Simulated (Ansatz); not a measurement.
Complex: N2 (SMILES N#N) (first 2 atoms) with C2H6O (SMILES CCO); geometry from B3LYP-D3(BJ)/def2-TZVP, rigid monomers moved along the line of their centres of mass till N2···H11 is 4.28 Å.
(charge 0, multiplicity 1):
```tsv
atom	x (Å)	y (Å)	z (Å)
N	1.1442	0.9875	-0.1931
N	0.7713	0.2465	0.5147
C	-1.9795	0.0611	5.5120
C	-0.5246	-0.3016	5.7607
O	-0.1734	-1.5728	5.2257
H	-2.2247	1.0185	5.9784
H	-2.6395	-0.7045	5.9224
H	-2.1837	0.1490	4.4417
H	0.1347	0.4804	5.3619
H	-0.3290	-0.3732	6.8316
H	-0.2742	-1.5338	4.2685
```

Counterpoise-corrected where a basis set is named; no monomer relaxation.

Frozen-core correlation.

Run with Ansatz (a quantum-chemistry and plane-wave program). 

### Question
What is the computed interaction energy (PBE0/def2-TZVPPD)?

### Answer
-5 meV
